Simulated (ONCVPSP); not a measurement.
## What one change does to a pseudopotential (W, ONCV)

W, optimised norm-conserving Vanderbilt (ONCV), made with ONCVPSP 4.0.1 (LDA (Perdew-Zunger), scalar-relativistic). Core [Kr] 4d10 4f14, reference 5s2 5p6 5d4 6s2. Waves: 5s+6s: rc 1.40 bohr, ncon 5, nbas 8, qcut 6.9 1/bohr, 2 projectors; 5p: rc 2.05 bohr, ncon 4, nbas 7, qcut 7.1 1/bohr, 2 projectors, debl 3.4 Ha; 5d: rc 1.80 bohr, ncon 4, nbas 8, qcut 5 1/bohr, 3 projectors, debl 3.1 Ha. Local part: polynomial inside 1.30 bohr (lpopt 5, dvloc0 6 Ha). Core correction: Teter function, fcfact 4, rcfact 1.25.

All-electron outer shells of the reference configuration (LDA (Perdew-Zunger), scalar-relativistic, ld1.x):

```csv
shell,level (eV),outermost node (bohr),outermost maximum (bohr)
5s,-79.30,0.53,0.96
5p,-43.38,0.57,1.09
4f,-33.46,–,0.43
6s,-5.91,1.28,2.64
5d,-4.68,0.63,1.50
```

Change: d: rc 1.4, qcut 6.4.

Cutoffs: the cutoffs (Ha) at which the residual kinetic energy of the hardest occupied pseudo-wave falls to 1 and 0.1 mHa per electron; they do not see the model core or the augmentation charge, which bear on the density cutoff. Errors are all-electron minus pseudo energies relative to the spin-unpolarised reference configuration.

Question: What does the change do?

Answer: The potential gets neither clearly harder nor softer (58 Ha and 82 Ha → 58 Ha and 82 Ha); a bound ghost appears in d, which as a rule spoils a file; of the 4 tests that both files solve, the error grows in 0 and shrinks in 1 by more than 15 % and 0.3 meV (median size 5.8 → 5.6 meV).

| quantity | base | changed |
| --- | --- | --- |
| cutoff, loose | 58 Ha | 58 Ha |
| cutoff, tight | 82 Ha | 82 Ha |
| loose cutoff by channel | s 58 Ha, p 12 Ha, d 14 Ha | s 58 Ha, p 12 Ha, d 14 Ha |
| bound ghosts | none | d |
| GHOST(+) flags under 300 eV | none | none |
| error for 5s2 5p6 5d4 6s1, meV [ΔE 9.13 eV] | -2.4 | -2.3 |
| error for 5s2 5p6 5d4 6s0, meV [ΔE 25.16 eV] | -4.3 | -4.0 |
| error for 5s2 5p6 5d3 6s0, meV [ΔE 50.86 eV] | -14 | -9.0 |
| error for 5s2 5p6 5d4 6s0 6p1, meV [ΔE 14.69 eV] | -7.2 | -7.1 |
| s: phases at 1.42 bohr within 0.05 rad from the reference energy up to (Ha; the scan ends near 5) | to the end of the scan | to the end of the scan |
| p: phases at 2.09 bohr within 0.05 rad from the reference energy up to (Ha; the scan ends near 5) | to the end of the scan | to the end of the scan |
| rms error of d²Exc/dni dnj with the model core, mHa | 3.04 | 3.04 |

 A true bound ghost makes a file unfit for plane-wave use even where its test errors are small: the radial tests pick states by their node count and pass the ghost by.
